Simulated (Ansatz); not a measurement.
**What each rung costs, and what it gives**

Saddle point of BSiH$_{5}$Cl$_{2}$O, closed shell (BSiH₃Cl₂ ([SiH3][B]([Cl])[Cl]) + H₂O → BHCl₂O ([OH][B]([Cl])[Cl]) + SiH₄; bonds formed: Si2–H5; dative contacts that become bonds: B1–O6; bonds broken: B1–Si2, H5–O6), PBE0-D4/def2-TZVP structure:

```
atom    x (Å)    y (Å)    z (Å)
  B1  -0.3461  -0.8543   0.1413
 Si2   1.0246   0.8765  -0.1162
 Cl3  -0.4241  -1.6378  -1.4825
 Cl4   0.3841  -1.7840   1.4810
  H5  -0.7963   0.4999   0.2505
  O6  -1.7186  -0.2631   0.5347
  H7   0.6771   1.8512  -1.1879
  H8   1.3360   1.6044   1.1410
  H9   2.1838   0.0627  -0.5452
 H10  -2.3207  -0.3557  -0.2167
```

Barriers are electronic and count from the start structure reached by relaxing down the imaginary mode.

Computed with Ansatz 0.2.0 (basis: as named in each row); correlated methods freeze the cores. B3LYP uses VWN-RPA correlation. Extrapolation: Hartree–Fock as exp(−7.88 √X), correlation as X^−2.97.

Times are rough, for one single point on 8 threads of a shared host (Intel Xeon Platinum 8175M).

The estimate by CCSD(T) at an estimated basis limit (MP2 extrapolated from triple and quadruple zeta, plus CCSD(T) − MP2 in triple zeta) is 1.333 eV.

```json
{"method": "HF", "basis": "STO-3G", "time (s)": "under 1", "barrier (eV)": "3.210", "method less estimate": "1.877"}
{"method": "PBE-D4", "basis": "STO-3G", "time (s)": "under 1", "barrier (eV)": "1.661", "method less estimate": "0.329"}
{"method": "SPW92", "basis": "def2-SVP", "time (s)": "under 1", "barrier (eV)": "0.806", "method less estimate": "-0.527"}
{"method": "PBE-D4", "basis": "def2-SVP", "time (s)": "under 1", "barrier (eV)": "0.937", "method less estimate": "-0.395"}
{"method": "B3LYP-D4", "basis": "6-31G", "time (s)": "under 1", "barrier (eV)": "1.596", "method less estimate": "0.263"}
{"method": "PBE0-D4", "basis": "def2-SVP", "time (s)": "under 1", "barrier (eV)": "1.158", "method less estimate": "-0.175"}
{"method": "SPW92", "basis": "def2-TZVPP", "time (s)": "1", "barrier (eV)": "0.864", "method less estimate": "-0.469"}
{"method": "PBE-D4", "basis": "def2-TZVPP", "time (s)": "2", "barrier (eV)": "0.975", "method less estimate": "-0.357"}
{"method": "BLYP-D4", "basis": "def2-TZVPP", "time (s)": "2", "barrier (eV)": "1.116", "method less estimate": "-0.216"}
{"method": "B3LYP-D4", "basis": "def2-TZVPP", "time (s)": "2", "barrier (eV)": "1.256", "method less estimate": "-0.077"}
{"method": "BHLYP-D4", "basis": "def2-TZVPP", "time (s)": "2", "barrier (eV)": "1.481", "method less estimate": "0.149"}
{"method": "PBE0-D4", "basis": "def2-TZVPP", "time (s)": "2", "barrier (eV)": "1.163", "method less estimate": "-0.169"}
{"method": "CCSD(T)", "basis": "def2-SVP", "time (s)": "3", "barrier (eV)": "1.357", "method less estimate": "0.024"}
{"method": "CAM-B3LYP-D4", "basis": "def2-TZVPP", "time (s)": "3", "barrier (eV)": "1.324", "method less estimate": "-0.009"}
{"method": "wB97M-V", "basis": "def2-SVP", "time (s)": "3", "barrier (eV)": "1.272", "method less estimate": "-0.061"}
{"method": "r2SCAN-D4", "basis": "def2-TZVPP", "time (s)": "3", "barrier (eV)": "1.081", "method less estimate": "-0.252"}
{"method": "r2SCAN0-D4", "basis": "def2-TZVPP", "time (s)": "4", "barrier (eV)": "1.225", "method less estimate": "-0.108"}
{"method": "RPA on PBE", "basis": "def2-TZVPP", "time (s)": "4", "barrier (eV)": "1.278", "method less estimate": "-0.055"}
{"method": "B2PLYP", "basis": "def2-TZVPP", "time (s)": "4", "barrier (eV)": "1.285", "method less estimate": "-0.048"}
{"method": "PBE-QIDH", "basis": "def2-TZVPP", "time (s)": "4", "barrier (eV)": "1.278", "method less estimate": "-0.054"}
{"method": "B97M-V", "basis": "def2-TZVPP", "time (s)": "6", "barrier (eV)": "1.187", "method less estimate": "-0.145"}
{"method": "wB97X-V", "basis": "def2-TZVPP", "time (s)": "6", "barrier (eV)": "1.308", "method less estimate": "-0.025"}
{"method": "wB97M-V", "basis": "def2-TZVPP", "time (s)": "6", "barrier (eV)": "1.290", "method less estimate": "-0.043"}
{"method": "MP2", "basis": "def2-QZVPP", "time (s)": "15", "barrier (eV)": "1.247", "method less estimate": "-0.085"}
{"method": "CCSD(T)", "basis": "def2-TZVPP", "time (s)": "63", "barrier (eV)": "1.320", "method less estimate": "-0.012"}
```

All methods are single points on the PBE0-D4 structures.

No T1 diagnostic of these runs exceeds 0.012.

Labels in which every atom is bracketed show which atoms are joined, not bond orders.
